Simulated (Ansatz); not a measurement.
`BOCO` + H₂ → `BOC` + H₂O  (hydrogenolysis of a C–O bond)

Gas-phase electronic energies from Ansatz, PBE0-D4/def2-TZVP geometries. CCSD(T)/CBS adds triple-zeta CCSD(T) − MP2 to the extrapolated MP2 energy (def2 sets, frozen cores). This one scheme is used for every species. One conformer a species, not always the lowest.

```tsv
species	HF/def2-QZVPP energy (Eh)
`BOCO`	-215.31656
H₂	-1.13348
`BOC`	-140.41362
H₂O	-76.06663
```

Problem. Work out ΔE.

Solution. ΔE = (-140.41362) + (-76.06663) − (-215.31656) − (-1.13348) = -0.03021 Eh = -79.3 kJ/mol. CCSD(T)/CBS gives -76.9 kJ/mol.

Largest T1 diagnostic among the species: 0.014.

From r2SCAN to r2SCAN0 (25 % exact exchange), in def2-TZVPP and without D4, ΔE moves by −4.1 kJ/mol. In def2-TZVPP, CCSD(T) changes the Hartree–Fock value by +5.7 kJ/mol (the triples alone add +3.3 kJ/mol) and MP2 by +4.4 kJ/mol.
